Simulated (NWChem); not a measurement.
System: CH6OSi; SMILES OC[SiH3]

NWChem input:

```
start job
memory heap 200 mb stack 900 mb global 1100 mb
geometry units angstroms noautosym nocenter noautoz
  O      0.394990     1.666684    -0.042984
  C     -0.630144     0.676697     0.005483
  Si     0.098966    -1.092767    -0.023798
  H      0.933282     1.563066     0.763380
  H     -1.261829     0.823573    -0.896604
  H     -1.318226     0.802669     0.878968
  H      1.048294    -1.219125     1.141476
  H      0.879010    -1.315551    -1.288966
  H     -0.968599    -2.149456     0.104595
end
basis spherical
  O library def2-svp
  C library def2-svp
  Si library def2-svp
  H library def2-svp
end
dft
  xc xpbe96 cpbe96
  iterations 150
end
cosmo
  do_cosmo_smd true
  solvent thf
end
task dft energy
```

Geometry: optimised at PBE-D3(BJ)/def2-SVP. Solvent: tetrahydrofuran.

Level: PBE/def2-SVP with SMD (1 M gas to 1 M solution), gas-phase geometry. Reactions with the solvent are ignored.

**Question.** Predict the main results of this run. (PBE/def2-SVP, SMD on the gas-phase geometry.) Quantities: solvation free energy (kcal/mol); cavity-dispersion-structure term (kcal/mol); dipole in solution (D).

**Answer.** 
```
Quantity                                     Result
-------------------------------------------  ------
solvation free energy (kcal/mol)               -2.9
cavity-dispersion-structure term (kcal/mol)    -0.6
dipole in solution (D)                         1.38
```
